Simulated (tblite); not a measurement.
Species: C₃H₅FSSi.
Geometry (GFN2-xTB, Å), atoms numbered from 1 in this order:
```xyz
11
C3H5FSSi angstrom
F     -2.3426    0.4552   -1.0574
C     -1.8520   -0.0687    0.1113
C     -0.3682   -0.0626    0.1287
C      0.5216    0.3594   -0.7863
Si     2.0933   -0.0446    0.1408
S      0.4877   -0.6929    1.5399
H     -2.2356   -1.0928    0.1986
H     -2.2508    0.5358    0.9353
H      0.2655    0.7881   -1.7394
H      2.8544   -1.2160   -0.2593
H      2.8321    1.0417    0.7618
```

Computed with GFN2-xTB (tblite): harmonic, unscaled wavenumbers at the GFN2-xTB geometry, gas phase. This tight-binding method is rough: wavenumbers can miss measured ones by several per cent, in bad cases by 10 to 20. Modes of hydrogen on silicon can be 10 to 20 % off. One conformer, not necessarily the lowest.

Harmonic wavenumbers (cm⁻¹): 70.3, 146.8, 165.0, 343.0, 393.8, 401.2, 460.1, 487.5, 501.3, 580.1, 719.4, 737.2, 767.1, 829.0, 941.7, 1007.6, 1076.6, 1153.5, 1181.5, 1307.5, 1415.9, 1587.4, 2342.3, 2343.8, 2916.1, 2931.2, 3105.3.

A = 4899, B = 1503, C = 1175 MHz; mass 119.987 u (most abundant isotopes); point group Cs, symmetry number 1.

Q: What is the zero-point energy?

A: Half the sum of the wavenumbers: 14956 cm⁻¹ = 42.76 kcal/mol.

Q: Give the ideal-gas entropy at 298.15 K and 1 bar in the rigid-rotor, harmonic-oscillator model (classical rotation).

A: Translation 40.29, rotation 28.01, vibration 16.48: S = 84.8 cal/(mol K).

Q: And Cp and H(298.15 K) − H(0)?

A: Cp = 27.93 cal/(mol K), of which vibrations give 19.98 (their classical limit is 27 R = 53.7); H(298.15 K) − H(0) = 5.17 kcal/mol without the zero-point energy, 2.80 from vibrations.

Q: Which modes carry the vibrational entropy at 298.15 K?

A: 70.3 cm⁻¹: 4.14; 146.8 cm⁻¹: 2.71; 165.0 cm⁻¹: 2.49; 343.0 cm⁻¹: 1.20; 393.8 cm⁻¹: 0.99; 401.2 cm⁻¹: 0.96 cal/(mol K); the other 21 give 3.99 together.

Q: How do the functions run with temperature in this model?

A: 
| T (K) | S (cal/(mol K)) | Cp (cal/(mol K)) | H − H(0) (kcal/mol) | G − H(0) (kcal/mol) | ln q(vib) |
| --- | --- | --- | --- | --- | --- |
| 50 | 55.3 | 10.3 | 0.44 | -2.32 | 0.17 |
| 100 | 63.4 | 13.5 | 1.04 | -5.30 | 0.70 |
| 373.15 | 91.5 | 32.3 | 7.44 | -26.72 | 4.77 |
| 500 | 101.8 | 38.1 | 11.92 | -39.00 | 6.81 |
| 750 | 118.8 | 45.5 | 22.45 | -66.66 | 10.67 |
| 1000 | 132.6 | 50.1 | 34.44 | -98.13 | 14.17 |

q(vib) and H(0) count from the zero-point level.

Q: What must be added to the electronic energy to get the Gibbs energy at 298.15 K and 1 bar?

A: ZPE + [H(298.15 K) − H(0)] − T·S = 42.76 + 5.17 − 25.28 = 22.65 kcal/mol.

Hindered rotation and anharmonicity are outside this model. Other conformers, if any are populated, would add a mixing term that is left out.
